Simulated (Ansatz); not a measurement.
## What each rung costs, and what it gives

Saddle point of GeH₇OF, singlet (GeH₄ + H₂O + HF → GeH₃F ([F][GeH3]) + H₂O + H₂; bonds formed: Ge1–F7, H2–H8, H6–O9; bonds broken: Ge1–H2, H6–F7, H8–O9), PBE0-D4/def2-TZVP structure:

```xyz
10
angstrom
Ge -0.4524 -1.0267 -0.7854
H 1.0255 -0.1852 -0.2536
H 0.6653 -1.8060 -1.5645
H -1.0395 -2.0664 0.1740
H -1.3155 -0.4195 -1.8985
H -0.2708 1.1009 1.1169
F -1.2270 0.3692 0.3901
H 1.0137 0.4753 0.4262
O 0.7086 1.3316 1.3500
H 0.8920 2.2267 1.0448
```

Barriers are electronic and count from the start structure reached by relaxing down the imaginary mode.

Ansatz 0.2.0; basis: as named in each row; cores frozen in the correlated methods. Filled d shells of the heavier atoms are correlated. The def2 sets are not built for correlating such inner shells, so the correlated values are less sure here. B3LYP uses VWN-RPA correlation. Extrapolation: Hartree–Fock as exp(−7.88 √X), correlation as X^−2.97.

Times are rough, for one single point on 4 threads of a shared host (Arm Neoverse V2).

The estimate by CCSD(T) at an estimated basis limit (MP2 extrapolated from triple and quadruple zeta, plus CCSD(T) − MP2 in triple zeta) is 45.93 kcal/mol.

| method | basis | time (s) | barrier (kcal/mol) | method less estimate |
| --- | --- | --- | --- | --- |
| HF | STO-3G | under 1 | 75.22 | 29.29 |
| SPW92 | def2-SVP | under 1 | 20.22 | -25.71 |
| PBE-D4 | STO-3G | under 1 | 12.59 | -33.34 |
| PBE-D4 | def2-SVP | under 1 | 28.76 | -17.17 |
| B3LYP-D4 | 6-31G | under 1 | 29.35 | -16.58 |
| PBE0-D4 | def2-SVP | under 1 | 36.08 | -9.85 |
| SPW92 | def2-TZVPP | under 1 | 24.97 | -20.96 |
| BLYP-D4 | def2-TZVPP | 1 | 35.36 | -10.56 |
| PBE-D4 | def2-TZVPP | 1 | 33.20 | -12.72 |
| BHLYP-D4 | def2-TZVPP | 1 | 45.86 | -0.07 |
| PBE0-D4 | def2-TZVPP | 2 | 39.19 | -6.73 |
| B3LYP-D4 | def2-TZVPP | 2 | 39.87 | -6.05 |
| CAM-B3LYP-D4 | def2-TZVPP | 2 | 41.09 | -4.83 |
| r2SCAN-D4 | def2-TZVPP | 2 | 35.54 | -10.38 |
| B2PLYP | def2-TZVPP | 3 | 42.53 | -3.39 |
| r2SCAN0-D4 | def2-TZVPP | 3 | 40.44 | -5.49 |
| PBE-QIDH | def2-TZVPP | 3 | 43.45 | -2.47 |
| RPA on PBE | def2-TZVPP | 3 | 44.59 | -1.33 |
| wB97M-V | def2-SVP | 3 | 38.40 | -7.53 |
| CCSD(T) | def2-SVP | 3 | 46.53 | 0.60 |
| wB97X-V | def2-TZVPP | 4 | 42.47 | -3.45 |
| wB97M-V | def2-TZVPP | 4 | 42.18 | -3.75 |
| B97M-V | def2-TZVPP | 5 | 38.84 | -7.09 |
| MP2 | def2-QZVPP | 12 | 44.67 | -1.25 |
| CCSD(T) | def2-TZVPP | 72 | 45.42 | -0.51 |

All methods are single points on the PBE0-D4 structures.

The T1 diagnostic stays at or below 0.013.

Labels in which every atom is bracketed show which atoms are joined, not bond orders.
